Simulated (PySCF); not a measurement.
Species: C₄H, charge -1, multiplicity 1. It need not be the lowest isomer of its formula. Whether it binds its extra electron was not tested at this geometry. SMILES: [C-]#CC#C
Geometry: optimised at B3LYP-D3(BJ)/def2-TZVP (Ansatz).

Dispersion corrections to the total energy (kcal/mol) from the dftd3 and dftd4 libraries through PySCF: D3(BJ) without and D4 with the three-body term, each with the damping fitted for the functional named.

```
functional  D3(BJ)     D4
----------  ------  -----
BLYP         -4.30  -5.20
B2GP-PLYP    -1.31  -0.95
HSE06        -1.29  -1.77
TPSS         -2.49      …
revPBE       -5.08  -7.72
BHLYP        -2.77      …
B3LYP            …  -3.72
```

Q: What belongs in the gaps?

A: 
- TPSS, D4: -3.12
- BHLYP, D4: -2.68
- B3LYP, D3(BJ): -3.51
